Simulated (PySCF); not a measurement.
SMILES [Si]([SiH2][SiH2]B(O)O)(C)(C)C, GFN2-xTB optimised geometry.

```
24

C     -1.26    -3.62    -1.57
Si    -0.68    -2.70     0.00
C      1.23    -2.70     0.00
C     -1.25    -3.73     1.51
Si    -1.47    -0.51     0.00
Si    -0.41     0.92    -1.49
B      1.22     1.76    -0.77
O      2.15     0.92    -0.25
O      1.51     3.09    -0.71
H     -0.91    -3.12    -2.47
H     -2.34    -3.68    -1.62
H     -0.88    -4.64    -1.61
H      1.63    -2.28     0.92
H      1.65    -3.70    -0.11
H      1.62    -2.10    -0.82
H     -2.34    -3.79     1.55
H     -0.92    -3.28     2.44
H     -0.87    -4.74     1.48
H     -1.39     0.05     1.37
H     -2.93    -0.49    -0.24
H     -0.12     0.14    -2.71
H     -1.34     1.95    -2.01
H      2.93     1.36     0.11
H      0.87     3.70    -1.07
```

Density from CAM-B3LYP/def2-SVP in PySCF at that geometry.

Minimum of the electron density along straight lines between bonded atoms, close to the bond critical point (lines longer than 1.1 times the sum of covalent radii, or with two minima, are not listed):

| bond | length / Å | ρ at the minimum / e bohr⁻³ | ∇²ρ there / e bohr⁻⁵ | position (fraction from the first atom) |
|---|---|---|---|---|
| C1–Si2 | 1.913 | 0.109 | 0.31 | 0.62 |
| Si2–C3 | 1.911 | 0.109 | 0.31 | 0.38 |
| Si2–C4 | 1.916 | 0.109 | 0.30 | 0.38 |
| Si6–B7 | 1.968 | 0.115 | 0.12 | 0.38 |
| B7–O8 | 1.352 | 0.207 | 1.18 | 0.33 |
| B7–O9 | 1.365 | 0.199 | 1.11 | 0.33 |
| C1–H10 | 1.086 | 0.272 | -0.98 | 0.63 |
| C1–H11 | 1.086 | 0.272 | -0.98 | 0.63 |
| C1–H12 | 1.087 | 0.271 | -0.98 | 0.63 |
| C3–H13 | 1.086 | 0.272 | -0.98 | 0.63 |
| C3–H14 | 1.087 | 0.271 | -0.97 | 0.63 |
| C3–H15 | 1.086 | 0.273 | -0.99 | 0.63 |
| C4–H16 | 1.086 | 0.272 | -0.98 | 0.63 |
| C4–H17 | 1.086 | 0.272 | -0.98 | 0.63 |
| C4–H18 | 1.087 | 0.271 | -0.98 | 0.63 |
| Si5–H19 | 1.479 | 0.112 | 0.32 | 0.49 |
| Si5–H20 | 1.475 | 0.113 | 0.32 | 0.49 |
| Si6–H21 | 1.477 | 0.112 | 0.32 | 0.49 |
| Si6–H22 | 1.484 | 0.111 | 0.32 | 0.49 |
| O8–H23 | 0.960 | 0.352 | -2.39 | 0.82 |
| O9–H24 | 0.955 | 0.358 | -2.51 | 0.82 |
